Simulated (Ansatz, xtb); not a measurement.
**Ranking isomers of C5H9NS**

3 gas-phase structures of C5H9NS, from a drawn sample of its isomers (lower ones may exist). Each was relaxed with GFN2-xTB; where two conformers were screened, the lower at r2SCAN-D4/def2-SVP is listed:

A. `C[C@@H]1CN=C(S)C1`, a singlet
B. `C[C@@H]1C=C(S)NC1`, a singlet
C. `C[C@@H]1CNC(=S)C1`, a singlet

Task: Make a reasoned guess at their ranking by r2SCAN-D4/def2-SVP single-point energy.

Result: Calculated order at r2SCAN-D4/def2-SVP: C (0.0), A (14.5), B (26.0) kcal/mol.

Energies above the lowest of each column, in kcal/mol; the last columns are at PBE-D3(BJ)/def2-SVP geometries:

```json
{"structure": "C", "GFN2-xTB": "0.0", "HF/STO-3G": "7.9", "r2SCAN-D4/def2-SVP": "0.0", "PBE-D3(BJ)/def2-SVP": "0.0", "CCSD(T)/def2-SVP + ΔMP2/def2-TZVPP": "0.0"}
{"structure": "A", "GFN2-xTB": "9.3", "HF/STO-3G": "0.0", "r2SCAN-D4/def2-SVP": "14.5", "PBE-D3(BJ)/def2-SVP": "13.3", "CCSD(T)/def2-SVP + ΔMP2/def2-TZVPP": "9.1"}
{"structure": "B", "GFN2-xTB": "20.4", "HF/STO-3G": "18.9", "r2SCAN-D4/def2-SVP": "26.0", "PBE-D3(BJ)/def2-SVP": "24.6", "CCSD(T)/def2-SVP + ΔMP2/def2-TZVPP": "20.5"}
```

CCSD(T)/def2-SVP + ΔMP2/def2-TZVPP puts C lowest; HF/STO-3G picks A. Flexible structures stand in one conformer each, not always the lowest. ΔMP2 is the change of the MP2 energy from the smaller to the larger basis.

Programs: Ansatz 0.2.0, xtb 6.7.1.
